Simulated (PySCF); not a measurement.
PySCF input (BP86/def2-TZVPD):

```python
from pyscf import gto, scf, dft

mol = gto.M(
    atom='''
    Si   -1.18640443   -0.20778271    0.29922108
    P     1.10210299    0.18323999   -0.27539270
    H    -1.66743176    0.52361770   -0.97018141
    H    -1.23077553    1.07940623    1.14709630
    H     1.28795047   -0.97616809   -1.08835501
    H     1.68837388   -0.46649774    0.85323543
    ''',
    basis='def2-tzvpd',
    charge=-1,
    spin=0,
    verbose=4,
)

mf = dft.RKS(mol, xc='bp86').density_fit(auxbasis='def2-universal-jkfit')
mf.grids.level = 3
mf.conv_tol = 1e-9
mf.max_cycle = 100
mf.max_memory = 1500
mf.kernel()
if not mf.converged:
    mf = mf.newton()
    mf.kernel(mf.make_rdm1())
mf.analyze()
```

End of the output:

```
Extra cycle  E= -633.345924298781  delta_E= 2.72e-11  |g|= 1.24e-05  |ddm|= 4.35e-05
converged SCF energy = -633.345924298781
**** SCF Summaries ****
Total Energy =                        -633.345924298781370
Nuclear Repulsion Energy =              78.833158805309196
One-electron Energy =                -1039.756188508953528
Two-electron Energy =                  327.577105404863005
Two-electron Coulomb Energy =          373.409104695851966
DFT Exchange-Correlation Energy =      -45.831999290988932
HOMO-LUMO gap [eV] =                     2.995280012765785
**** MO energy ****
MO #1   energy= -76.1515615601639  occ= 2
MO #2   energy= -65.2228383286385  occ= 2
MO #3   energy= -6.11265318058877  occ= 2
MO #4   energy= -4.82816399330278  occ= 2
MO #5   energy= -4.32990063620802  occ= 2
MO #6   energy= -4.32771852763289  occ= 2
MO #7   energy= -4.32470539038196  occ= 2
MO #8   energy= -3.24011913052271  occ= 2
MO #9   energy= -3.23846441556123  occ= 2
MO #10  energy= -3.23549583764769  occ= 2
MO #11  energy= -0.387469725130202 occ= 2
MO #12  energy= -0.243446917293809 occ= 2
MO #13  energy= -0.166788127497643 occ= 2
MO #14  energy= -0.0920211669979661 occ= 2
MO #15  energy= -0.0836401069200017 occ= 2
MO #16  energy= -0.0541392332905914 occ= 2
MO #17  energy= 0.0200348281798881 occ= 2
MO #18  energy= 0.130109339289476  occ= 0
MO #19  energy= 0.136670714263481  occ= 0
MO #20  energy= 0.155374422687599  occ= 0
MO #21  energy= 0.176668486724473  occ= 0
MO #22  energy= 0.185365104384322  occ= 0
MO #23  energy= 0.200358787723758  occ= 0
MO #24  energy= 0.207857816372143  occ= 0
MO #25  energy= 0.21517794242033   occ= 0
MO #26  energy= 0.216734491581344  occ= 0
MO #27  energy= 0.227722825677075  occ= 0
MO #28  energy= 0.23448515584113   occ= 0
MO #29  energy= 0.255877598500865  occ= 0
MO #30  energy= 0.26329126584019   occ= 0
MO #31  energy= 0.267189302665367  occ= 0
MO #32  energy= 0.275660903007597  occ= 0
MO #33  energy= 0.299047327482269  occ= 0
MO #34  energy= 0.313640630351998  occ= 0
MO #35  energy= 0.32111744260237   occ= 0
MO #36  energy= 0.338781786504942  occ= 0
MO #37  energy= 0.362008001585562  occ= 0
MO #38  energy= 0.369653479002588  occ= 0
MO #39  energy= 0.374861412994996  occ= 0
MO #40  energy= 0.38170267839908   occ= 0
MO #41  energy= 0.398288091642727  occ= 0
MO #42  energy= 0.400066480229459  occ= 0
MO #43  energy= 0.410708057889317  occ= 0
MO #44  energy= 0.429132606023902  occ= 0
MO #45  energy= 0.432904312738162  occ= 0
MO #46  energy= 0.446946803170594  occ= 0
MO #47  energy= 0.471774106244226  occ= 0
MO #48  energy= 0.495117606992784  occ= 0
MO #49  energy= 0.523575808015561  occ= 0
MO #50  energy= 0.544943174590285  occ= 0
MO #51  energy= 0.549134166279154  occ= 0
MO #52  energy= 0.555450515141201  occ= 0
MO #53  energy= 0.567729207967423  occ= 0
MO #54  energy= 0.568550572089228  occ= 0
MO #55  energy= 0.583515083340577  occ= 0
MO #56  energy= 0.600998613229215  occ= 0
MO #57  energy= 0.605819459465819  occ= 0
MO #58  energy= 0.639157933819858  occ= 0
MO #59  energy= 0.659547763975731  occ= 0
MO #60  energy= 0.683831745773451  occ= 0
MO #61  energy= 0.68994062940195   occ= 0
MO #62  energy= 0.71059612467927   occ= 0
MO #63  energy= 0.75278727234247   occ= 0
MO #64  energy= 0.789710724594585  occ= 0
MO #65  energy= 0.812251858983174  occ= 0
MO #66  energy= 0.83648185141194   occ= 0
MO #67  energy= 0.841254991441984  occ= 0
MO #68  energy= 1.00059738978596   occ= 0
MO #69  energy= 1.14609419362251   occ= 0
MO #70  energy= 1.16691631577348   occ= 0
MO #71  energy= 1.17052676203879   occ= 0
MO #72  energy= 1.20582278374375   occ= 0
MO #73  energy= 1.21403660612648   occ= 0
MO #74  energy= 1.25819524103237   occ= 0
MO #75  energy= 1.26267150059106   occ= 0
MO #76  energy= 1.28569997645575   occ= 0
MO #77  energy= 1.29941234189686   occ= 0
MO #78  energy= 1.34764354467177   occ= 0
MO #79  energy= 1.3606203841007    occ= 0
MO #80  energy= 1.39046952110418   occ= 0
MO #81  energy= 1.40837988042332   occ= 0
MO #82  energy= 1.4538858131452    occ= 0
MO #83  energy= 1.45626126824712   occ= 0
MO #84  energy= 1.47145909901622   occ= 0
MO #85  energy= 1.50158534541721   occ= 0
MO #86  energy= 1.51356801432308   occ= 0
MO #87  energy= 1.53583493288878   occ= 0
MO #88  energy= 1.56913468220142   occ= 0
MO #89  energy= 1.59918332439463   occ= 0
MO #90  energy= 1.61743379064804   occ= 0
MO #91  energy= 1.67852268900596   occ= 0
MO #92  energy= 1.73554286967292   occ= 0
MO #93  energy= 1.78675011106805   occ= 0
MO #94  energy= 1.83232881424205   occ= 0
MO #95  energy= 1.85997336226946   occ= 0
MO #96  energy= 1.87591658612631   occ= 0
MO #97  energy= 1.90951220780816   occ= 0
MO #98  energy= 1.9268100262212    occ= 0
MO #99  energy= 2.00802685027743   occ= 0
MO #100 energy= 2.13622346828512   occ= 0
MO #101 energy= 2.18163922141717   occ= 0
MO #102 energy= 2.19284280206569   occ= 0
MO #103 energy= 2.21068877750275   occ= 0
MO #104 energy= 2.27058324876869   occ= 0
MO #105 energy= 2.30857277121534   occ= 0
MO #106 energy= 2.38969527094331   occ= 0
MO #107 energy= 2.5155694241955    occ= 0
MO #108 energy= 2.62996143993723   occ= 0
MO #109 energy= 2.66972884563929   occ= 0
MO #110 energy= 2.8741534129103    occ= 0
MO #111 energy= 2.93723136045148   occ= 0
MO #112 energy= 2.98632724743758   occ= 0
MO #113 energy= 2.99586487785508   occ= 0
MO #114 energy= 3.00106545102331   occ= 0
MO #115 energy= 6.30893307505854   occ= 0
MO #116 energy= 6.32207115859198   occ= 0
MO #117 energy= 6.42794817615398   occ= 0
MO #118 energy= 7.45345437344074   occ= 0
MO #119 energy= 7.47517445814593   occ= 0
MO #120 energy= 7.61710085206661   occ= 0
MO #121 energy= 10.3127211681589   occ= 0
MO #122 energy= 14.3435093489832   occ= 0
 ** Mulliken pop on meta-lowdin orthogonal AOs  **
 ** Mulliken pop  **
pop of  0 Si 1s           1.99998
pop of  0 Si 2s           1.99957
pop of  0 Si 3s           1.54251
pop of  0 Si 4s           0.01317
pop of  0 Si 5s           0.00164
pop of  0 Si 6s           0.00065
pop of  0 Si 2px          1.99976
pop of  0 Si 2py          1.99979
pop of  0 Si 2pz          1.99977
pop of  0 Si 3px          0.70429
pop of  0 Si 3py          1.25392
pop of  0 Si 3pz          0.84266
pop of  0 Si 4px          0.00415
pop of  0 Si 4py          0.01307
pop of  0 Si 4pz          0.00280
pop of  0 Si 5px          0.00088
pop of  0 Si 5py          0.00186
pop of  0 Si 5pz          0.00136
pop of  0 Si 6px          0.00007
pop of  0 Si 6py          0.00016
pop of  0 Si 6pz          0.00010
pop of  0 Si 3dxy         0.00292
pop of  0 Si 3dyz         0.00716
pop of  0 Si 3dz^2        0.00244
pop of  0 Si 3dxz         0.00196
pop of  0 Si 3dx2-y2      0.00662
pop of  0 Si 4dxy         0.00168
pop of  0 Si 4dyz         0.00050
pop of  0 Si 4dz^2        0.00042
pop of  0 Si 4dxz         0.00062
pop of  0 Si 4dx2-y2      0.00061
pop of  0 Si 5dxy         0.00204
pop of  0 Si 5dyz         0.00105
pop of  0 Si 5dz^2        0.00030
pop of  0 Si 5dxz         0.00074
pop of  0 Si 5dx2-y2      0.00024
pop of  0 Si 4f-3         0.00014
pop of  0 Si 4f-2         0.00012
pop of  0 Si 4f-1         0.00020
pop of  0 Si 4f+0         0.00003
pop of  0 Si 4f+1         0.00022
pop of  0 Si 4f+2         0.00041
pop of  0 Si 4f+3         0.00023
pop of  1 P 1s            1.99997
pop of  1 P 2s            1.99820
pop of  1 P 3s            1.63923
pop of  1 P 4s            0.00944
pop of  1 P 5s            0.00194
pop of  1 P 6s            0.00083
pop of  1 P 2px           1.99977
pop of  1 P 2py           1.99978
pop of  1 P 2pz           1.99974
pop of  1 P 3px           1.24203
pop of  1 P 3py           1.35338
pop of  1 P 3pz           0.98451
pop of  1 P 4px           0.00353
pop of  1 P 4py           0.00328
pop of  1 P 4pz           0.00397
pop of  1 P 5px           0.00036
pop of  1 P 5py           0.00039
pop of  1 P 5pz           0.00086
pop of  1 P 6px           0.00032
pop of  1 P 6py           0.00053
pop of  1 P 6pz           0.00014
pop of  1 P 3dxy          0.00865
pop of  1 P 3dyz          0.00822
pop of  1 P 3dz^2         0.00184
pop of  1 P 3dxz          0.00478
pop of  1 P 3dx2-y2       0.00569
pop of  1 P 4dxy          0.00118
pop of  1 P 4dyz          0.00094
pop of  1 P 4dz^2         0.00037
pop of  1 P 4dxz          0.00068
pop of  1 P 4dx2-y2       0.00062
pop of  1 P 5dxy          0.00158
pop of  1 P 5dyz          0.00048
pop of  1 P 5dz^2         0.00014
pop of  1 P 5dxz          0.00034
pop of  1 P 5dx2-y2       0.00010
pop of  1 P 4f-3          0.00002
pop of  1 P 4f-2          0.00010
pop of  1 P 4f-1          0.00025
pop of  1 P 4f+0          0.00005
pop of  1 P 4f+1          0.00024
pop of  1 P 4f+2          0.00035
pop of  1 P 4f+3          0.00031
pop of  2 H 1s            1.12278
pop of  2 H 2s            0.00151
pop of  2 H 3s            0.00085
pop of  2 H 2px           0.00018
pop of  2 H 2py           0.00168
pop of  2 H 2pz           0.00075
pop of  2 H 3px           0.00023
pop of  2 H 3py           0.00195
pop of  2 H 3pz           0.00186
pop of  3 H 1s            1.12278
pop of  3 H 2s            0.00151
pop of  3 H 3s            0.00085
pop of  3 H 2px           0.00020
pop of  3 H 2py           0.00226
pop of  3 H 2pz           0.00016
pop of  3 H 3px           0.00030
pop of  3 H 3py           0.00330
pop of  3 H 3pz           0.00043
pop of  4 H 1s            1.01087
pop of  4 H 2s            0.00397
pop of  4 H 3s            0.00103
pop of  4 H 2px           0.00075
pop of  4 H 2py           0.00231
pop of  4 H 2pz           0.00083
pop of  4 H 3px           0.00027
pop of  4 H 3py           0.00191
pop of  4 H 3pz           0.00029
pop of  5 H 1s            1.01087
pop of  5 H 2s            0.00397
pop of  5 H 3s            0.00103
pop of  5 H 2px           0.00090
pop of  5 H 2py           0.00163
pop of  5 H 2pz           0.00136
pop of  5 H 3px           0.00036
pop of  5 H 3py           0.00127
pop of  5 H 3pz           0.00084
 ** Mulliken atomic charges  **
charge of    0Si =     -0.41284
charge of    1P =     -0.27912
charge of    2H =     -0.13179
charge of    3H =     -0.13179
charge of    4H =     -0.02223
charge of    5H =     -0.02223

WARN: System has nonzero charge -1; the dipole moment is origin-dependent.
Location of origin: [0. 0. 0.]

Dipole moment(X, Y, Z, Debye):  2.39747, -0.04274, -0.48322
```

It need not be the lowest isomer of its formula. Whether it binds its extra electron was not tested at this geometry.
